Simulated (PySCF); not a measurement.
## Spin states and ions at one geometry of [Pb(NC)]+

PySCF 2.14.0, RKS r2SCAN, Pb def2-SVP with ECP60, N def2-SVP, C def2-SVP; non-relativistic Hamiltonian with scalar-relativistic core potentials where named; density fitting; no spin-orbit coupling; singlets restricted, open shells unrestricted. The geometry is relaxed for charge +1, singlet, vacuum:

```xyz
3

Pb    0.0000    0.0000   -0.1975
N     0.0000    0.0000    1.9267
C     0.0000    0.0000    3.1285
```

Energies count from the relaxed state; an electron taken off or put on is at rest in vacuum. Charges and spins are Mulliken's.

```
                     state  energy (eV)  spin squared  charge on Pb1 (e)  spin on Pb1 (e)  dipole about the centre of mass (D)
charge +1, singlet, vacuum         0.00          0.00               1.32             0.00                                 4.04
charge +1, triplet, vacuum         2.51          2.06               0.91             0.84                                 3.33
 charge 0, doublet, vacuum        -7.28          0.75               0.49             0.97                                 5.21
```

What does the state charge +2, doublet, vacuum give?

energy (eV) 15.17, spin squared 0.80, charge on Pb1 (e) 1.67, spin on Pb1 (e) 0.03, dipole about the centre of mass (D) 5.87.

With an electron taken off (doublet) the charges change, summed by element, by Pb +0.35 e, N +0.13 e, C +0.52 e. The vertical ionisation energy is 15.17 eV, against −ε(HOMO) = 11.88 eV of the relaxed state. The level lies 3.3 eV too high, as is usual for semilocal functionals and global hybrids, which keep a self-interaction error.

With an electron put on (doublet) the charges change, summed by element, by Pb -0.82 e, N +0.04 e, C -0.22 e. The vertical electron affinity is 7.28 eV, against −ε(LUMO) = 9.82 eV of the relaxed state.

Open shells may have lower solutions than those found.

No frequency check is given that shows the relaxed geometry to be a minimum.
